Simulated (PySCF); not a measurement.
fluoroethane (C2H5F), SMILES CCF. The structure is a stationary point at PBE0-D3(BJ)/def2-TZVP.

Computed equilibrium geometry at PBE0-D3(BJ)/def2-TZVP (PySCF confirms it by a frequency run) as bond lengths and angles, and its point group:
point group Cs.
Atoms: C1 C2 F3 H4 H5 H6 H7 H8. Bonded distances (Å): C1–C2 1.504, C1–H4 1.093, C1–H5 1.092, C1–H6 1.092, C2–F3 1.386, C2–H7 1.094, C2–H8 1.094. Angles (°): C2–C1–H4 109.9, C2–C1–H5 110.7, C2–C1–H6 110.7, H4–C1–H5 108.4, H4–C1–H6 108.4, H5–C1–H6 108.6, C1–C2–F3 110.1, C1–C2–H7 111.6, C1–C2–H8 111.6, F3–C2–H7 107.4, F3–C2–H8 107.4, H7–C2–H8 108.7.
Charge 0, spin multiplicity 1.
